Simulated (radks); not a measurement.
Initial-state core-level shifts of the osmium ion Os3+ when its valence configuration changes from [Xe] 4f14 5d5. All-electron calculation, Dirac Kohn-Sham, LDA (Slater exchange, Perdew-Wang correlation), spin-unpolarised, spherical densities, point nucleus; open shells are shared between the two j in proportion to 2j + 1. Program: a radial shooting solver on a logarithmic mesh with Libxc functionals. Shifts are changes of the shell-averaged eigenvalues in eV (positive: less bound).

valence,1s,4p,5s,5p
4f13 5d5 6s1,-15.196,-15.937,-8.367,-7.045
4f13.5 5d5 6p0.5,-8.225,-8.607,-4.877,-4.203
4f14 5d4.5 6s0.5,-1.876,-1.912,-1.796,-1.675
4f14 5d4 6p1,-5.274,-5.323,-5.041,-4.759
4f13 5d6,-11.251,-11.933,-4.646,-3.574
4f13.5 5d5.5,-5.564,-5.921,-2.334,-1.797
4f13.5 5d5 6s0.5,-7.479,-7.870,-4.157,-3.498
4f12.5 5d5 6s1.5,-23.150,-24.195,-12.629,-10.641
4f13 5d4.5 6s1 6p0.5,-17.970,-18.725,-10.972,-9.503
